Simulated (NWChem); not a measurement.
System: Si2H3I, singlet; SMILES I[Si][SiH3]

NWChem input:

```
start job
memory heap 200 mb stack 900 mb global 1100 mb
geometry units angstroms noautoz
  Si     1.036237    -0.897150    -0.668288
  I     -0.116800     0.751822     0.786824
  Si    -0.482479    -2.700116    -0.118854
  H     -0.118392    -3.960881    -0.843168
  H     -1.881607    -2.321925    -0.498515
  H     -0.434330    -2.969623     1.354381
end
basis spherical
  * library def2-svp
end
ecp
  I library def2-ecp
end
dft
  xc r2scan
  grid xcoarse
  iterations 150
  mulliken
end
task dft gradient
```

Excerpt of the output:

```
             Northwest Computational Chemistry Package (NWChem) 7.3.0
             --------------------------------------------------------

 C1  symmetry detected

                             Geometry "geometry" -> ""
                             -------------------------

 Output coordinates in angstroms (scale by  1.889725989 to convert to a.u.)

  No.       Tag          Charge          X              Y              Z
 ---- ---------------- ---------- -------------- -------------- --------------
    1 Si                  14.0000     1.27831083    -0.98380456    -0.00010311
    2 I                   53.0000    -0.11348431     1.07261471    -0.00002027
    3 Si                  14.0000    -0.62597369    -2.47804781    -0.00009991
    4 H                    1.0000    -0.19405897    -3.91335459    -0.00801481
    5 H                    1.0000    -1.46917453    -2.22957654    -1.21336181
    6 H                    1.0000    -1.45481812    -2.23971525     1.22529317

 Effective nuclear repulsion energy (a.u.)     353.2163307221

                                 NWChem DFT Module
                                 -----------------

 Summary of "ao basis" -> "ao basis" (spherical)
 ------------------------------------------------------------------------------
       Tag                 Description            Shells   Functions and Types
 ---------------- ------------------------------  ------  ---------------------
 Si                         def2-svp                 8       18   4s3p1d
 I                          def2-svp                10       26   4s4p2d
 H                          def2-svp                 3        5   2s1p

            General Information
            -------------------
          SCF calculation type: DFT
          Wavefunction type:  closed shell.
          No. of atoms     :     6
          No. of electrons :    56
           Alpha electrons :    28
            Beta electrons :    28
          Charge           :     0
          Spin multiplicity:     1
          Use of symmetry is: off; symmetry adaption is: off
          Maximum number of iterations: 150
          AO basis - number of functions:    77
                     number of shells:    35
          Convergence on energy requested:  1.00D-06
          Convergence on density requested:  1.00D-05
          Convergence on gradient requested:  5.00D-04

              XC Information
              --------------
                      r^2SCAN Method XC Functional
               r^2SCAN metaGGA Exchange Functional  1.000
                     r^2SCAN Correlation Potential  1.000

             Grid Information
             ----------------
          Grid used for XC integration:  xcoarse
          Radial quadrature: Mura-Knowles
          Angular quadrature: Lebedev.
          Tag              B.-S. Rad. Rad. Pts. Rad. Cut. Ang. Pts.
          ---              ---------- --------- --------- ---------
          Si                  1.10       42          10.0       194
          I                   1.40       84          12.0       194
          H                   0.35       21          12.0       194
          Grid pruning is: on
          Number of quadrature shells:   231
          Spatial weights used:  Erf1

      Superposition of Atomic Density Guess
      -------------------------------------

 Sum of atomic energies:        -926.10204557

      Non-variational initial energy
      ------------------------------

 Total energy =    -876.077616
 1-e energy   =   -1721.171953
 2-e energy   =     644.062979
 HOMO         =      -0.196041
 LUMO         =      -0.079742

     ---------------------------------------------
      Total Density - Mulliken Population Analysis
     ---------------------------------------------

    Atom       Charge   Shell Charges
 -----------   ------   -------------------------------------------------------
    1 Si  14    13.43   2.00  1.99  1.27  0.63  5.93  0.67  0.87  0.06
    2 I   25    25.40   1.83  0.22  1.23  0.67  2.92  3.13  2.66  2.71  9.82  0.20
    3 Si  14    13.98   2.00  1.99  1.05  0.32  5.94  1.18  1.41  0.09
    4 H    1     1.08   0.70  0.37  0.01
    5 H    1     1.06   0.69  0.36  0.01
    6 H    1     1.06   0.69  0.36  0.01

   convergence    iter        energy       DeltaE   RMS-Dens  Diis-err
 ---------------- ----- ----------------- --------- --------- ---------
 d= 0,ls=0.0,diis     1   -878.2993871244 -1.08D+03  1.98D-02  2.37D-01
 d= 0,ls=0.0,diis     2   -878.1177188413  1.82D-01  1.62D-02  1.02D+00
 d= 0,ls=0.0,diis     3   -878.3361161101 -2.18D-01  4.39D-03  3.25D-02
 d= 0,ls=0.0,diis     4   -878.3428549986 -6.74D-03  1.29D-03  5.05D-03
 d= 0,ls=0.0,diis     5   -878.3437227364 -8.68D-04  2.76D-04  1.66D-04
  Resetting Diis
 d= 0,ls=0.0,diis     6   -878.3437534348 -3.07D-05  1.02D-04  2.36D-05
 d= 0,ls=0.0,diis     7   -878.3437591763 -5.74D-06  4.46D-05  1.02D-06
 d= 0,ls=0.0,diis     8   -878.3437589482  2.28D-07  2.97D-05  1.99D-06
 d= 0,ls=0.0,diis     9   -878.3437593720 -4.24D-07  6.59D-06  1.47D-07

         Total DFT energy =     -878.343759372006
      One electron energy =    -1722.500219531678
           Coulomb energy =      708.274515275603
    Exchange-Corr. energy =      -65.149413144259
 Nuclear repulsion energy =      201.031358028328

 Numeric. integr. density =       56.001190965895

[...]

                         DFT ENERGY GRADIENTS

    atom               coordinates                        gradient
                 x          y          z           x          y          z
   1 Si      2.415657  -1.859121  -0.000195   -0.000978   0.001410   0.000003
   2 I      -0.214454   2.026948  -0.000038    0.000905  -0.001841  -0.000005
   3 Si     -1.182919  -4.682831  -0.000189    0.000561   0.001074  -0.000039
   4 H      -0.366718  -7.395168  -0.015146    0.000633  -0.001470   0.000001
   5 H      -2.776337  -4.213289  -2.292921   -0.000551   0.000415  -0.001322
   6 H      -2.749208  -4.232448   2.315468   -0.000570   0.000413   0.001362
```

Level: r2SCAN/def2-SVP with def2 effective core potentials on I. Low-valent species are run as closed-shell singlets; no triplet was tried in these runs. The geometry was optimised at PBE0/def2-SVP. def2 effective core potentials on I; no spin-orbit coupling.
